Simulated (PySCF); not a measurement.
# `CO/C([O-])=C/C=C/C=C/C=O`, [C₈H₉O₃]-, charge -1

Geometry:
```tsv
atom	x (Å)	y (Å)	z (Å)
C1	2.600	-2.107	-3.604
O2	1.783	-1.073	-3.135
C3	1.020	-1.393	-2.032
O4	1.097	-2.510	-1.545
C5	0.211	-0.288	-1.613
C6	-0.634	-0.390	-0.523
C7	-1.480	0.591	0.007
C8	-2.295	0.369	1.122
C9	-3.171	1.247	1.741
C10	-3.935	0.859	2.881
O11	-4.738	1.533	3.518
H12	3.139	-1.715	-4.479
H13	2.015	-2.995	-3.898
H14	3.326	-2.439	-2.841
H15	0.286	0.639	-2.187
H16	-0.629	-1.368	-0.022
H17	-1.506	1.577	-0.472
H18	-2.233	-0.637	1.566
H19	-3.298	2.270	1.369
H20	-3.739	-0.211	3.192
```

Total charge -1.

Level of theory: quadratic response CAM-B3LYP/def2-SVPD first hyperpolarisability, Taylor convention, gas phase (PySCF). Geometry: PBE0-D3(BJ)/def2-SVP.

For a gas-phase anion, states above the detachment energy (about 2.4 eV, taken as minus the energy of the highest occupied orbital) lie in the continuum and depend on the basis.

**Question.** Give the tensor of the second harmonic β(−2ω;ω,ω) at 1064 nm in the axes of these coordinates.

**Answer.** In au, Taylor convention; rows are the first index (the induced dipole):
```
       xx       yy      zz       xy      xz      yz
x  -477.0  -1111.8  +734.3  +1250.8  -194.3  -956.6
y  +893.2   +715.4  +355.1   -948.2  -592.6  +820.9
z    +2.2  +1019.4  -991.7  -1037.1  +554.4  +797.2
```
Norm of βᵢ = ⅓ Σⱼ (βᵢⱼⱼ + βⱼᵢⱼ + βⱼⱼᵢ): 2652.7 au, hyper-Rayleigh value 1479.8 au.
